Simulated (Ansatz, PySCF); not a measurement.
Breaking the Ga1–H2 bond in GaH3Se (SMILES [GaH2][SeH]) (multiplicity 1 held, fragments rigid). Energies count from the point at 1.561 Å.
Geometry at that point (charge 0, multiplicity 1):
```xyz
5

Ga     0.275     0.011    -1.153
H     -0.804    -0.576    -2.117
H      1.662     0.604    -1.556
Se    -0.304    -0.028     1.114
H      0.957     0.590     1.552
```

U- levels take the lowest unrestricted solution at each point, which mixes spins at long bonds. Active spaces are followed from a long bond inwards. Levels need not reach the same state.

Correlated levels freeze the cores. Filled d and f shells under p-block atoms count as core. Rows in LANL2DZ carry no dispersion term and start afresh at each structure. LANL2DZ brings its own core potentials from Na on.

Codes used: Ansatz (Gaussian orbitals); PySCF for LANL2DZ rows. Values without a source in brackets are computed.

**Question.** Give the energy at R = 4.996 Å at the level U-HF/LANL2DZ.

**Answer.** 264 kJ/mol

**Question.** Estimate the energy at R = 4.996 Å that FIC-MRCISD+Q on CASSCF(2,2)/cc-pVTZ returns for this input.

**Answer.** 347 kJ/mol

**Question.** Give the energy at R = 4.996 Å at the level U-wB97X-V/cc-pVTZ.

**Answer.** 357 kJ/mol

Doubts at one or more of the structures used: a spin-contaminated determinant (U-HF/LANL2DZ, U-wB97X-V/cc-pVTZ).

Ansatz is a quantum-chemistry and plane-wave program.
